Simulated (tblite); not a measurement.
p-benzoquinone, C6H4O2.
SMILES with atom numbers: `[O:1]=[C:2]1[CH:3]=[CH:4][C:5](=[O:6])[CH:7]=[CH:8]1` (hydrogens: H9 on C3; H10 on C4; H11 on C7; H12 on C8)

Computed with GFN2-xTB (tblite), gas phase: Langevin dynamics at 600 K from the optimised GFN2-xTB geometry, time step 0.5 fs, friction 0.01 fs⁻¹, 2000 steps.

Start geometry:
```
atom  x, y, z in Å
O1     -0.772   -2.554    0.049
C2     -0.421   -1.391    0.026
C3      1.003   -1.001    0.010
C4      1.389    0.277   -0.016
C5      0.421    1.391   -0.032
O6      0.773    2.553   -0.056
C7     -1.002    1.000   -0.015
C8     -1.389   -0.277    0.013
H9      1.714   -1.815    0.021
H10     2.433    0.559   -0.028
H11    -1.714    1.815   -0.025
H12    -2.433   -0.560    0.026
```

The statistics below take the 31 frames saved every 25 fs from 250 to 1000 fs; their kinetic temperature (all 3N coordinates) averages 643 K.

**Question.** Give the mean, spread and extremes of the bond lengths.

**Answer.** 
```csv
bond,start (Å),mean (Å),standard deviation (Å),shortest (Å),longest (Å)
O1=C2,1.214,1.214,0.015,1.190,1.240
C2–C3,1.477,1.477,0.039,1.407,1.573
C3=C4,1.335,1.344,0.035,1.278,1.414
C4–C5,1.477,1.489,0.054,1.342,1.594
C5=O6,1.214,1.213,0.023,1.167,1.255
C5–C7,1.476,1.494,0.053,1.396,1.585
C7=C8,1.335,1.337,0.038,1.272,1.409
C2–C8,1.477,1.493,0.040,1.414,1.553
C3–H9,1.081,1.094,0.058,1.009,1.207
C4–H10,1.081,1.090,0.047,1.020,1.190
C7–H11,1.081,1.088,0.033,1.026,1.156
C8–H12,1.081,1.093,0.052,1.006,1.186
```

**Question.** Give the same statistics for bond angles, one of each kind among heavy atoms.

**Answer.** 
```tsv
angle	start (°)	mean (°)	standard deviation (°)	smallest (°)	largest (°)
O1–C2–C3	122.2	122.4	4.4	115.0	129.6
C3–C2–C8	115.6	114.9	4.1	105.1	120.3
C2–C3–C4	122.2	121.6	4.5	114.2	130.0
```

**Question.** How far does each atom move about its mean position (frames aligned on the start, all atoms weighted alike), and what rms force does it feel?

**Answer.** 
```csv
atom,rms displacement (Å),rms force (eV/Å)
O1,0.38,1.40
C2,0.13,2.07
C3,0.13,3.22
C4,0.12,3.01
C5,0.12,2.66
O6,0.38,1.92
C7,0.13,2.88
C8,0.12,3.02
H9,0.23,1.88
H10,0.22,1.55
H11,0.21,1.21
H12,0.21,1.74
```

The displacements run from 0.12 to 0.38 Å.

**Question.** How widely does the potential energy scatter, against a harmonic estimate?

**Answer.** Mean 0.87 eV above the start, standard deviation 0.183 eV, range 0.51 to 1.31 eV. For 30 classical harmonic modes at 600 K the canonical values are 30kT/2 = 0.78 eV and kT·√(30/2) = 0.200 eV.

The run is classical and short, so these are rough statistics of one trajectory.

The cost below is that of the whole dynamics run. Hardware: Arm Neoverse V2, one thread, no GPU, shared host with 96 logical CPUs at a one-minute load of 34. Cost: 7.2 s wall, 0.18 GiB resident at most.
